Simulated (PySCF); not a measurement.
**Telling isomers of C₁₀H₁₁F apart by NMR**

Computational details: GFN2-xTB structure, GIAO PBE0/pcSseg-1 shieldings, in PySCF 2.14 (a single conformation, non-relativistic Hamiltonian, gas phase, equivalent nuclei averaged).

References, each an isolated molecule treated in the same way: 1H (σ = 31.72 ppm), 13C (σ = 186.93 ppm) against TMS. Splittings of carbon signals by F and P are missing where no couplings were computed. Where no couplings were computed, multiplicities follow the n + 1 count of equivalent neighbours, and m marks all less simple cases (inequivalent or close neighbours, rings, F or P nearby). Shifts are as computed. Against solution values, carbons near 30 ppm lie about +3 ppm off and those near 130 ppm about +5 ppm. Of 1211 compounds with measured shifts, 218 miss one by over three times the rms of a fit or turn the order of signals round; such compounds aren't used in these exercises.

(1) Tabulate the signals of `Cc1cc(F)c2c(c1)CCC2`, `CCc1cc(CF)c2c(c1)C2` and their relative energies.

(2) What is the quickest way to tell Cc1cc(F)c2c(c1)CCC2 from CCc1cc(CF)c2c(c1)C2?

## Answers

(1) 
```tsv
SMILES	carbon types	δC	δH	E rel. (kcal/mol)
Cc1cc(F)c2c(c1)CCC2	4×C 2×CH 3×CH2 1×CH3	169.4, 153.6, 144.3, 132.1, 125.3, 119.4, 37.0, 32.0, 29.2, 23.9	7.15 (s, 1H), 6.94 (m, 1H), 3.05 (m, 2H), 3.03 (m, 2H), 2.46 (s, 3H), 2.13 (m, 2H)	0.0
CCc1cc(CF)c2c(c1)C2	4×C 2×CH 3×CH2 1×CH3	154.5, 134.2, 131.4, 128.5, 123.9, 117.1, 86.2, 35.4, 23.5, 22.9	7.49 (m, 1H), 7.29 (s, 1H), 6.03 (m, 2H), 3.45 (s, 2H), 2.76 (q, 2H), 1.21 (t, 3H)	69.7
```

Energies are electronic energies at PBE0/pcSseg-1 on these geometries, without zero-point or thermal terms, each for the one conformer computed, which needn't be the lowest.

(2) Both give the same number of carbon signals, with the same numbers of each carbon type, so the positions decide. The first has an aromatic carbon bearing fluorine (C) at 169.4 ppm, the second an sp3 CH2 bonded to F, on an aromatic ring at 86.2 ppm. Their most deshielded carbons lie at 169.4 and 154.5 ppm.
